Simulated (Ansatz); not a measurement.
SbH2Cl. The state is a singlet with charge 0. Geometry PBE0-D4/def2-TZVP.

```xyz
4

Sb   -0.4592   -0.5708    0.3125
H     1.1444   -0.9664   -0.1393
H     0.1253    0.6653    1.3433
Cl   -0.8104    0.8718   -1.5165
```

In the def2 sets Sb takes a core potential; there is no spin–orbit coupling.

Estimate the orbital energies around the gap (eV) in Ansatz with LDA (SPW92)/def2-TZVP, PBE-D4/def2-TZVP, r2SCAN-D4/def2-TZVPD, CAM-B3LYP-D4/def2-TZVP, ωB97X-V/def2-TZVP.


| orbital | LDA (SPW92)/def2-TZVP | PBE-D4/def2-TZVP | r2SCAN-D4/def2-TZVPD | CAM-B3LYP-D4/def2-TZVP | ωB97X-V/def2-TZVP |
| --- | --- | --- | --- | --- | --- |
| HOMO−13 | -102.93 | -103.25 | -106.37 | -110.19 | -111.17 |
| HOMO−12 | -102.83 | -103.14 | -106.25 | -110.07 | -111.04 |
| HOMO−11 | -33.68 | -33.74 | -34.73 | -38.35 | -39.48 |
| HOMO−10 | -33.61 | -33.67 | -34.66 | -38.27 | -39.41 |
| HOMO−9 | -33.53 | -33.58 | -34.56 | -38.16 | -39.29 |
| HOMO−8 | -33.47 | -33.51 | -34.50 | -38.11 | -39.23 |
| HOMO−7 | -33.40 | -33.45 | -34.42 | -38.02 | -39.14 |
| HOMO−6 | -20.01 | -19.95 | -20.93 | -24.09 | -25.35 |
| HOMO−5 | -14.77 | -14.52 | -15.06 | -17.97 | -19.16 |
| HOMO−4 | -9.42 | -9.27 | -9.71 | -11.86 | -12.91 |
| HOMO−3 | -9.13 | -9.02 | -9.44 | -11.80 | -12.89 |
| HOMO−2 | -8.19 | -8.03 | -8.43 | -10.76 | -11.84 |
| HOMO−1 | -7.42 | -7.31 | -7.71 | -10.01 | -11.06 |
| HOMO | -6.69 | -6.57 | -6.89 | -8.95 | -9.91 |
| LUMO | -2.72 | -2.48 | -2.34 | -0.71 | 0.31 |
| LUMO+1 | -1.29 | -1.15 | -1.03 | 0.54 | 1.52 |
| LUMO+2 | -0.50 | -0.30 | -0.31 | 1.40 | 2.45 |
| LUMO+3 | 2.23 | 2.29 | 1.36 | 3.63 | 4.59 |
| LUMO+4 | 2.28 | 2.36 | 1.83 | 3.69 | 4.64 |
| LUMO+5 | 2.52 | 2.61 | 1.93 | 4.11 | 5.10 |
